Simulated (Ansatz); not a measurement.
`N[SiH](F)Cl` + H₂S → `N[SiH](F)S` + HCl at 500 K and 1 bar (ligand exchange at the Si–Cl bond).

Gas-phase electronic energies from Ansatz, PBE0-D4/def2-TZVP geometries. CCSD(T)/CBS adds triple-zeta CCSD(T) − MP2 to the extrapolated MP2 energy (def2 sets, frozen cores). This one scheme is used for every species. One conformer a species, not always the lowest.

| species | CCSD(T)/CBS energy (Eh) | H − E (kJ/mol) | S (J/(mol·K)) |
| --- | --- | --- | --- |
| `N[SiH](F)Cl` | -905.31614 | 141.3 | 367.1 |
| H₂S | -398.97279 | 57.0 | 224.0 |
| `N[SiH](F)S` | -843.89255 | 167.3 | 380.5 |
| HCl | -460.38127 | 32.5 | 201.9 |

H − E and S are ideal-gas, rigid-rotor, harmonic terms from PBE0-D4/def2-TZVP, for one conformer and one mirror image of each species. 1 Eh = 2625.50 kJ/mol, R = 8.31446 J/(mol·K).

**Question.** By hand: ΔE, ΔH, ΔS and ΔG.

**Answer.** ΔE = (-843.89255) + (-460.38127) − (-905.31614) − (-398.97279) = 0.01511 Eh = 39.7 kJ/mol. Δ(H − E) = 167.3 + 32.5 − 141.3 − 57.0 = 1.5, so ΔH = 41.2 kJ/mol. ΔS = 380.5 + 201.9 − 367.1 − 224.0 = -8.7 J/(mol·K). ΔG = 41.2 − 500 × (-8.7)/1000 = 45.6 kJ/mol.

**Question.** By hand: the equilibrium constant, and the temperature at which ΔG would vanish if ΔH and ΔS stayed fixed.

**Answer.** log₁₀ K = −ΔG/(RT ln 10) = -4.8. ΔH and −TΔS have one sign here, so there is no such temperature.

The number of gas molecules stays the same, so ΔS is small and ΔH decides. A doubt of 5 kJ/mol in ΔE shifts log₁₀ K by 0.5 here. Other conformers and mirror images would add mixing entropy, several J/(mol·K) or more a flexible species. These are equilibria of isolated gas molecules and say nothing of rates. Largest T1 diagnostic: 0.011 (customary marks: 0.02 for closed shells, 0.045 for open ones).

ΔS is within the doubt of such terms, so its sign, and with it that verdict, could turn.
